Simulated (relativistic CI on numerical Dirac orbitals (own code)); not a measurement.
# Magnetism of Tc5+, 4d2, in a crystal field

Calculated by Dirac-Coulomb-Breit CI, orbitals from a KLI potential per configuration, QED by a radiative potential, valence Slater integrals scaled by 0.8, one configuration in a parametric crystal field (own radial code).

Field parameters in Wybourne normalisation: D4h B²₀ = −7Ds, B⁴₀ = 21(Dq − Dt), B⁴₄ = 21√(5/14) Dq; Oh B⁴₀ = 21Dq, B⁴₄ = √(5/14) B⁴₀; Td as Oh with Dq negative (B⁴₀ = 21Dq, B⁴₄ = √(5/14) B⁴₀). The field is a parameter set, without covalency.

S is read from ⟨S²⟩ = S(S + 1).

Powder χT (cm³ K mol⁻¹) by Van Vleck's formula, with temperature-independent terms:

```tsv
Field	2 K	5 K	10 K	20 K	50 K	100 K	200 K	300 K
D4h, 10Dq = 16450, Ds = 880, Dt = -620 cm⁻¹	0.00838	0.021	0.0419	0.0838	0.212	0.401	0.571	0.635
D4h, 10Dq = 25500, Ds = -1000, Dt = -780 cm⁻¹	0.00391	0.00978	0.0196	0.0391	0.0995	0.192	0.292	0.348
D4h, 10Dq = 38600, Ds = 210, Dt = -490 cm⁻¹	0.00943	0.0236	0.0471	0.0943	0.238	0.424	0.566	0.619
D4h, 10Dq = 42850, Ds = -410, Dt = 1140 cm⁻¹	0.00532	0.0133	0.0266	0.0511	0.0984	0.151	0.247	0.336
Oh, 10Dq = 15100 cm⁻¹	0.00127	0.00319	0.00637	0.0127	0.0328	0.0702	0.138	0.2
Td, 10Dq = -19900 cm⁻¹	0.768	0.768	0.769	0.77	0.773	0.778	0.788	0.799
```

Problem. For Td, 10Dq = -19900 cm⁻¹: what effective moment follows at 300 K?

Solution. μ_eff = √(8χT) = 2.53 μB. The ground level has S = 1.00; the spin-only moment for S = 1 is 2.83 μB. The difference comes from the orbital moment, spin-orbit mixing of terms and temperature-independent paramagnetism, all larger in this ionic model than in covalent complexes.
